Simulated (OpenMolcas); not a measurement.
**Lines of Mo III: computed and rescaled rates**

```
Program             : OpenMolcas 26.06
Method              : MS-CASPT2, IPEA 0.25 Eh, imaginary shift 0.1 Eh (closed shells correlated: 4s 4p)
Basis               : ANO-RCC-VTZP [7s6p4d2f1g]
Scalar Hamiltonian  : DKH2, point nucleus
Active space        : 4 electrons in 5 orbitals (4d)
State averaging     : 2S+1 = 5 even, 5 roots; 2S+1 = 3 even, 45 roots kept (CI in the orbitals of an earlier block); 2S+1 = 1 even, 50 roots kept (CI in the orbitals of an earlier block)
Spin-orbit coupling : RASSI with atomic mean-field integrals over the reference wave functions, term energies averaged over their components
```

Rates come from the transition moments of the reference wave functions (E1 and E2 in the length form). At fixed line strength A goes as λ^-3 for E1 and M1 and as λ^-5 for E2, so a rate at the computed wavelength can be rescaled to the measured one. Measured vacuum wavelengths follow from level energies in Sugar and Musgrove, J. Phys. Chem. Ref. Data 17, 155 (1988). Branching counts decays inside the model space alone, at computed energies, and the table is only a selection of the E2 and M1 lines, drawn from those between levels with measured partners whose computed energy lies within a factor of 1.5 of the measured one.

```json
{"Upper": "4d⁴ ¹S₀(1)", "Lower": "4d⁴ ³P₁(1)", "Type": "M1", "λ computed (nm)": "917.9", "λ measured (nm)": "954.2", "A computed (s-1)": "1.90e+00", "A rescaled (s-1)": "", "Branching %": "99.9"}
{"Upper": "4d⁴ ³P₀(1)", "Lower": "4d⁴ ⁵D₁", "Type": "M1", "λ computed (nm)": "829.1", "λ measured (nm)": "916.8", "A computed (s-1)": "1.41e+00", "A rescaled (s-1)": "", "Branching %": "99.9"}
{"Upper": "4d⁴ ¹G₄(2)", "Lower": "4d⁴ ¹I₆", "Type": "E2", "λ computed (nm)": "557.7", "λ measured (nm)": "630", "A computed (s-1)": "1.30e+00", "A rescaled (s-1)": "7.07e-01", "Branching %": "43.9"}
{"Upper": "4d⁴ ³P₁(1)", "Lower": "4d⁴ ⁵D₂", "Type": "M1", "λ computed (nm)": "775.6", "λ measured (nm)": "844.4", "A computed (s-1)": "1.06e+00", "A rescaled (s-1)": "", "Branching %": "89.4"}
{"Upper": "4d⁴ ³F₄(1)", "Lower": "4d⁴ ⁵D₄", "Type": "M1", "λ computed (nm)": "732.3", "λ measured (nm)": "804.9", "A computed (s-1)": "6.73e-01", "A rescaled (s-1)": "", "Branching %": "78.3"}
{"Upper": "4d⁴ ³P₂(1)", "Lower": "4d⁴ ⁵D₃", "Type": "M1", "λ computed (nm)": "703.2", "λ measured (nm)": "761.4", "A computed (s-1)": "6.60e-01", "A rescaled (s-1)": "", "Branching %": "86.4"}
{"Upper": "4d⁴ ¹G₄(1)", "Lower": "4d⁴ ³F₄(1)", "Type": "M1", "λ computed (nm)": "1477", "λ measured (nm)": "1583", "A computed (s-1)": "4.61e-01", "A rescaled (s-1)": "", "Branching %": "40.9"}
{"Upper": "4d⁴ ³F₃(1)", "Lower": "4d⁴ ⁵D₃", "Type": "M1", "λ computed (nm)": "714.9", "λ measured (nm)": "785.9", "A computed (s-1)": "4.10e-01", "A rescaled (s-1)": "", "Branching %": "64.4"}
{"Upper": "4d⁴ ³D₃", "Lower": "4d⁴ ⁵D₄", "Type": "M1", "λ computed (nm)": "526.6", "λ measured (nm)": "567.7", "A computed (s-1)": "3.85e-01", "A rescaled (s-1)": "", "Branching %": "58.0"}
{"Upper": "4d⁴ ¹D₂(1)", "Lower": "4d⁴ ³F₃(1)", "Type": "M1", "λ computed (nm)": "989.7", "λ measured (nm)": "1129", "A computed (s-1)": "3.64e-01", "A rescaled (s-1)": "", "Branching %": "33.7"}
{"Upper": "4d⁴ ³F₂(1)", "Lower": "4d⁴ ⁵D₂", "Type": "M1", "λ computed (nm)": "687.1", "λ measured (nm)": "754.1", "A computed (s-1)": "2.19e-01", "A rescaled (s-1)": "", "Branching %": "58.0"}
{"Upper": "4d⁴ ³D₂", "Lower": "4d⁴ ⁵D₁", "Type": "M1", "λ computed (nm)": "482.6", "λ measured (nm)": "517.2", "A computed (s-1)": "2.10e-01", "A rescaled (s-1)": "", "Branching %": "34.2"}
{"Upper": "4d⁴ ¹I₆", "Lower": "4d⁴ ³H₆", "Type": "M1", "λ computed (nm)": "1521", "λ measured (nm)": "1543", "A computed (s-1)": "1.53e-01", "A rescaled (s-1)": "", "Branching %": "53.6"}
{"Upper": "4d⁴ ¹I₆", "Lower": "4d⁴ ³H₅", "Type": "M1", "λ computed (nm)": "1410", "λ measured (nm)": "1426", "A computed (s-1)": "1.31e-01", "A rescaled (s-1)": "", "Branching %": "46.0"}
{"Upper": "4d⁴ ³F₂(1)", "Lower": "4d⁴ ⁵D₁", "Type": "M1", "λ computed (nm)": "667.9", "λ measured (nm)": "730.6", "A computed (s-1)": "1.29e-01", "A rescaled (s-1)": "", "Branching %": "34.2"}
{"Upper": "4d⁴ ³G₃", "Lower": "4d⁴ ⁵D₃", "Type": "M1", "λ computed (nm)": "627.1", "λ measured (nm)": "682.7", "A computed (s-1)": "8.97e-02", "A rescaled (s-1)": "", "Branching %": "35.2"}
{"Upper": "4d⁴ ³G₄", "Lower": "4d⁴ ⁵D₄", "Type": "M1", "λ computed (nm)": "636", "λ measured (nm)": "693.9", "A computed (s-1)": "8.71e-02", "A rescaled (s-1)": "", "Branching %": "52.7"}
{"Upper": "4d⁴ ³G₅", "Lower": "4d⁴ ³H₅", "Type": "M1", "λ computed (nm)": "2795", "λ measured (nm)": "2908", "A computed (s-1)": "5.71e-02", "A rescaled (s-1)": "", "Branching %": "36.6"}
{"Upper": "4d⁴ ³H₄", "Lower": "4d⁴ ⁵D₄", "Type": "M1", "λ computed (nm)": "835.8", "λ measured (nm)": "925.3", "A computed (s-1)": "4.05e-02", "A rescaled (s-1)": "", "Branching %": "83.0"}
{"Upper": "4d⁴ ⁵D₃", "Lower": "4d⁴ ⁵D₂", "Type": "M1", "λ computed (nm)": "18240", "λ measured (nm)": "17990", "A computed (s-1)": "7.61e-03", "A rescaled (s-1)": "7.93e-03", "Branching %": "100.0"}
{"Upper": "4d⁴ ⁵D₄", "Lower": "4d⁴ ⁵D₃", "Type": "M1", "λ computed (nm)": "15580", "λ measured (nm)": "15420", "A computed (s-1)": "7.13e-03", "A rescaled (s-1)": "7.35e-03", "Branching %": "100.0"}
{"Upper": "4d⁴ ³H₅", "Lower": "4d⁴ ³H₄", "Type": "M1", "λ computed (nm)": "17780", "λ measured (nm)": "16780", "A computed (s-1)": "4.37e-03", "A rescaled (s-1)": "5.20e-03", "Branching %": "93.8"}
{"Upper": "4d⁴ ⁵D₂", "Lower": "4d⁴ ⁵D₁", "Type": "M1", "λ computed (nm)": "23900", "λ measured (nm)": "23460", "A computed (s-1)": "4.13e-03", "A rescaled (s-1)": "4.37e-03", "Branching %": "100.0"}
{"Upper": "4d⁴ ³H₆", "Lower": "4d⁴ ³H₅", "Type": "M1", "λ computed (nm)": "19380", "λ measured (nm)": "18670", "A computed (s-1)": "2.87e-03", "A rescaled (s-1)": "3.21e-03", "Branching %": "98.6"}
{"Upper": "4d⁴ ⁵D₁", "Lower": "4d⁴ ⁵D₀", "Type": "M1", "λ computed (nm)": "42490", "λ measured (nm)": "41320", "A computed (s-1)": "6.97e-04", "A rescaled (s-1)": "7.58e-04", "Branching %": "100.0"}
```

Spin-changing lines and M1 lines between different terms are not rescaled, since their strength hangs on the term gaps too.

The largest correction is for 4d⁴ ¹G₄(2) → 4d⁴ ¹I₆ (E2): 1.30e+00 × (557.7 / 630)^5 = 7.07e-01 s-1, a factor of 0.54.

The computed rate and branching of 4d⁴ ⁵D₁ → 4d⁴ ⁵D₀ give the upper level a radiative lifetime of 1.000 / 6.97e-04 s-1 = 1.43e+03 s, counting decays inside the model space alone. The rescaled rate gives about 1.3e+03 s.

The computed order of these levels differs from the measured one in 3 places, and where term gaps are wrong the rates of spin-changing lines can be off by large factors.

These are rates of the free ion; in crystals, glasses and complexes forced electric-dipole and non-radiative decay shorten such lifetimes by orders of magnitude. No measured rate stands beside these. Rescaling mends the energy factor alone: line strengths can still be far off where a level mixes with configurations outside the active space, and weak or spin-changing lines hang on small mixing coefficients that depend on the term gaps too, so rescaling need not improve them.

CASPT2 does not keep the components of a term degenerate, so their means are used; among the terms shown or strongly mixed into the levels shown the widest spread is 1500 cm-1 (4d⁴ ¹I). Levels of configurations with an s electron are missing; early in the row they begin among the upper levels of the d shell and mix with terms of their name. Some levels mix across a computed gap that differs much from the measured one, so their mixing is not that of the real levels. Terms from blocks run as CI alone lack orbitals of their own. The CASPT2 spread within a term exceeds the gap to the next term for 4d⁴ ³P(1) and 4d⁴ ³H, 4d⁴ ³D and 4d⁴ ¹I, 4d⁴ ¹I and 4d⁴ ¹G(1), so the order of their levels is uncertain. Measured partners are found by configuration, term and J. A level has none where our copy of the source lacks it or the pairing is in doubt (some pairs that miss far off the trend of their configuration count as doubtful). Only configurations of the active space appear.

A number in round brackets counts repeated terms of one configuration in the order of the reference energies.
